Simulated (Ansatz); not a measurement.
`N=[CH][GaH][NH2]` + `[AlH3]` → `[NH2][GaH][AlH2]` + `C=N`  (formal exchange of groups at a Ga–C bond)

Computed with Ansatz on PBE0-D4/def2-TZVP structures; ΔE is electronic, products minus reactants. CCSD(T)/CBS adds triple-zeta CCSD(T) − MP2 to the extrapolated MP2 energy (def2 sets, frozen cores). This one scheme is used for every species. Functionals use def2-TZVPP. For Ga outer-core shells are correlated without core-valence functions, which leaves a few kJ/mol of doubt a bond. Scalar relativity is left out up to krypton. Each species was taken in one conformer, which may not be the lowest.

```csv
level,ΔE (kJ/mol)
BLYP,-44.5
MP2/def2-SVP,-27.9
```

Q: What does CCSD(T)/CBS give? (An estimate is asked.)

A: Ansatz gave: -38.2 kJ/mol. The listed levels differ from it by -6.3, 10.3 kJ/mol.

Largest T1 diagnostic among the species: 0.015.

At CCSD(T), def2-SVP lies +3.0 kJ/mol from the extrapolated value and def2-TZVPP +0.5 kJ/mol. Leaving LDA and LC-ωPBE aside and taking each functional with its dispersion term where it has one, the values, not all of them listed here, spread over 12.7 kJ/mol, from PBE-D4 to B97M-V. LDA lies +6.3 kJ/mol from PBE without D4. The D4 term adds +4.3 kJ/mol with B3LYP and +2.2 kJ/mol with PBE0; it sums over pairs of atoms, weighted by their polarisabilities, and B3LYP, whose exchange is more repulsive, gets the larger term.

B3LYP here is the variant with VWN-RPA as its local correlation; programs differ in this.
